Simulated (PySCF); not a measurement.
CH5AlS, SMILES [CH3][AlH][SH]. Atoms are numbered in the order given.

```xyz
8

Al    -0.5739     0.1736    -0.5207
H     -1.7890    -0.3961    -1.3576
C      0.0329     2.0228    -0.5415
H      1.0817     2.0922    -0.8477
H     -0.0298     2.4696     0.4561
H     -0.5532     2.6466    -1.2209
S      0.4510    -1.2998     0.7360
H      1.3381    -0.4082     1.2129
```
Charge 0, spin multiplicity 1.

Coordinates come from a r2SCAN-D4/def2-TZVP optimisation. A frequency run showed that this geometry is not a minimum. One conformer was computed; it need not be the lowest.

Method: IEF-PCM-B3LYP/def2-SVP (PySCF).

The values are the electrostatic part of the solvation free energy, E(continuum) − E(gas) at the gas-phase geometry, in a cavity of scaled van der Waals radii (PySCF's table); cavitation and dispersion terms are not included. A continuum can't describe solvent molecules that bind to the metal. In vacuum the orbital gap is 6.18 eV. The dipole moment in vacuum is 1.87 D.

```json
[
 {"solvent": "water", "ε": "78.36", "ΔG(elec) (kcal/mol)": "-4.6", "dipole (D)": "2.49", "gap (eV)": "6.55"},
 {"solvent": "acetone", "ε": "20.49", "ΔG(elec) (kcal/mol)": "-4.3", "dipole (D)": "2.45", "gap (eV)": "6.52"},
 {"solvent": "1-octanol", "ε": "9.86", "ΔG(elec) (kcal/mol)": "-3.9", "dipole (D)": "2.40", "gap (eV)": "6.49"}
]
```
